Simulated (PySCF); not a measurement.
**Polarisability and C₆ of Re (rhenium, neutral)**

[Xe] 4f14 5d5 6s2, high-spin 6S determinant. Calculation: PySCF 2.14, in aug-cc-pVQZ-PP with ECP60MDF; a scalar-relativistic core potential. Coupled (time-dependent) response in atomic units; α is the mean over directions.

```tsv
method	mean α (bohr³)	C₆ (like pair)	S(−4)
PBEsol	65.09	759.7	1833
```

S(−4) is the Cauchy moment in α(ω) = α(0) + S(−4) ω² + …

Reference α: 62 ± 3 bohr³ (recommended; Schwerdtfeger and Nagle, table of static dipole polarizabilities (2023 update)). Published C₆: 663.0 (Gould and Bucko (2016)).

α(iu) at PBEsol:

```
u (hartree)  α(iu) (bohr³)
          0          65.09
     0.0500          60.97
      0.100          52.20
      0.200          35.76
      0.300          25.28
      0.500          14.82
      0.750          9.238
       1.00          6.468
       1.50          3.782
       2.00          2.509
       3.00          1.337
       5.00         0.5560
```

A single London oscillator, α(iu) = α/(1 + u²/ω²), gives C₆ = (3/4) ω α². Matching the computed C₆ needs ω = 4 × 759.7 / (3 × 65.09²) = 0.239 hartree.

Energies and moments cover only the electrons outside the core potential. Spin-orbit coupling, which splits the p, d and f shells strongly at this Z, is absent.
